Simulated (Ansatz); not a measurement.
Basis-set series for ClH₅N₂OSi₂ (`O[Si]1(Cl)N[SiH2]N1`). Total charge 0; spin multiplicity 1. Geometry: relaxed with PBE0-D4/def2-TZVP. It is one conformer, not always the lowest.

| functional | basis | functions | energy (Eh) | HOMO (eV) | LUMO (eV) |
| --- | --- | --- | --- | --- | --- |
| PBE0-D4 | def2-SVP | 121 | -1226.05771 | -7.32 | 0.53 |
| PBE0-D4 | def2-TZVPP | 289 | -1226.66751 | -7.52 | 0.00 |
| ωB97M-V | def2-SVP | 121 | -1226.53126 | -9.65 | 2.41 |
| ωB97M-V | def2-TZVPP | 289 | -1227.14464 | -9.86 | 1.59 |

Give the rows for def2-QZVPP. (An estimate is asked.)

The calculation gave: 
| functional | basis | functions | energy (Eh) | HOMO (eV) | LUMO (eV) |
| --- | --- | --- | --- | --- | --- |
| PBE0-D4 | def2-QZVPP | 531 | -1226.71297 | -7.57 | -0.17 |
| ωB97M-V | def2-QZVPP | 531 | -1227.18706 | -9.92 | 1.22 |

Positive LUMOs are unbound and depend on the basis.

All numbers were calculated with Ansatz.
